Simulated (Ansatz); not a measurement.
Z-matrix (Å, degrees):
```
Ge
F 1 1.707
C 1 1.871 2 127.7
F 1 1.707 2 104.5 3 -176.6
O 1 1.782 2 115.8 3 54.8
H 3 1.089 1 120.1 2 -163.6
H 3 1.089 1 120.1 2 -12.2
```

Charge 0, multiplicity 1.

(1) List the CAM-B3LYP/def2-TZVPP orbital energies in eV (Ansatz 0.2.0). (Best estimate.)

Results:

(1) Ansatz gave: Occupied: -10854.38, -1358.45, -1209.44, -1209.42, -1209.38, -674.00, -674.00, -522.92, -281.42, -173.48, -123.81, -123.80, -123.71, -37.93, -37.70, -37.46, -37.34, -37.32, -34.66, -33.89, -29.99, -20.66, -18.03, -15.80, -15.27, -14.80, -14.66, -14.12, -13.95, -13.67, -13.24, -10.27, -9.57. Lowest empty: -0.90, 1.54, 2.26, 2.48, 3.37, 3.52, 4.64, 6.24.
